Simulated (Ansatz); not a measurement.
**Question.** Name a neutral molecule of B, F, O, Si and H with HOMO energy (B3LYP/def2-TZVPP) between -8.40 and -8.10 eV and LUMO energy (PBE/def2-TZVPP) between -4.00 and -3.70 eV (Ansatz, PBE0-D4/def2-TZVP geometry).

**Answer.** `B[SiH2]OBF` (-8.31 eV, -3.76 eV). Other molecules can fit too; these were computed, each in one conformer that needn't be the lowest.

B3LYP here is the variant with VWN-RPA as its local correlation; programs differ in this.
